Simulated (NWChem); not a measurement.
InHBrF; SMILES [F][InH][Br]

Computed with NWChem. Medium grid unless said otherwise, to which SCAN and Minnesota functionals are sensitive. Geometry: optimised at PBE0/def2-SVP. def2 effective core potentials on In; no spin-orbit coupling. Total energies of different functionals are on different scales.

```
level             energy (Ha)  highest occupied level (eV)  orbital gap (eV)  dipole (D)
----------------  -----------  ---------------------------  ----------------  ----------
B3LYP/def2-SVP     -2864.4975                   (withheld)        (withheld)        2.69
PBE/def2-SVP       -2863.9221                        -7.08              4.39        2.52
M06/def2-SVP       -2864.3392                        -8.46              6.36        2.88
N12/def2-SVP       -2866.3569                        -6.91              4.30        2.66
r2SCAN0/def2-SVP   -2864.3754                        -8.67              6.97        2.93
M05-2X/def2-SVP    -2864.2879                        -9.79              8.64        2.97
B3PW91/def2-SVP    -2864.4825                        -8.21              6.15        2.77
RPBE/def2-SVP      -2864.2974                        -7.04              4.44        2.48
```

### Question
Complete the blanks.

### Answer

- B3LYP/def2-SVP, highest occupied level (eV): -8.10
- B3LYP/def2-SVP, orbital gap (eV): 5.99
